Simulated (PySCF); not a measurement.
# TeF from Hartree–Fock to correlated methods

State: ²Π (doublet), unpaired electrons π ↑. Set-up: basis Te x2c-SVPall, F x2c-SVPall; spin-free X2C with a Gaussian nucleus; PySCF 2.14. De refers to Te + F in their high-spin ground configurations, without counterpoise correction. The functionals are run spin-unrestricted. A positive dipole means Te(−)F(+).

```json
{"Level": "UHF", "Re (Å)": "1.915", "ωe (cm⁻¹)": "672", "De (eV)": "1.18", "μ (D)": "-2.90"}
{"Level": "UHF-MP2", "Re (Å)": "1.942", "ωe (cm⁻¹)": "629", "De (eV)": "3.01", "μ (D)": "n/a"}
{"Level": "UHF-SCS-MP2", "Re (Å)": "1.945", "ωe (cm⁻¹)": "622", "De (eV)": "2.90", "μ (D)": "n/a"}
{"Level": "UHF-CCSD", "Re (Å)": "1.943", "ωe (cm⁻¹)": "628", "De (eV)": "2.70", "μ (D)": "n/a"}
{"Level": "UHF-CCSD(T)", "Re (Å)": "1.949", "ωe (cm⁻¹)": "616", "De (eV)": "2.80", "μ (D)": "n/a"}
{"Level": "PBE", "Re (Å)": "1.957", "ωe (cm⁻¹)": "603", "De (eV)": "3.79", "μ (D)": "-2.06"}
{"Level": "r²SCAN", "Re (Å)": "1.942", "ωe (cm⁻¹)": "624", "De (eV)": "3.33", "μ (D)": "-2.18"}
{"Level": "PBE0", "Re (Å)": "1.933", "ωe (cm⁻¹)": "639", "De (eV)": "3.25", "μ (D)": "-2.31"}
{"Level": "r²SCAN0", "Re (Å)": "1.925", "ωe (cm⁻¹)": "649", "De (eV)": "2.93", "μ (D)": "-2.38"}
{"Level": "M06", "Re (Å)": "1.939", "ωe (cm⁻¹)": "628", "De (eV)": "3.60", "μ (D)": "-2.52"}
{"Level": "MN15", "Re (Å)": "1.922", "ωe (cm⁻¹)": "650", "De (eV)": "3.34", "μ (D)": "-2.34"}
```

The bond length runs from 1.915 Å (UHF) to 1.957 Å (PBE). De spans 1.18 eV (UHF, mean field) to 3.79 eV (PBE, GGA). Correlation at CCSD(T) changes the Hartree–Fock bond energy by +1.62 eV; the triples alone change it by +0.10 eV.

Correlated steps freeze 19 core orbitals. Correlated levels converge slowly with the basis: in double zeta they bind strong bonds too weakly, by up to about 1 eV, and carry superposition errors of some tenths. These are scalar-relativistic numbers at best; spin–orbit coupling would shift them, the dissociation energy most. The state was picked by a PBE0 search and need not be the measured ground state.

The whole job (state search and all levels along the bond) took about 2.3 min on 1 thread of Arm Neoverse V2 (shared host), peak memory 0.54 GiB.
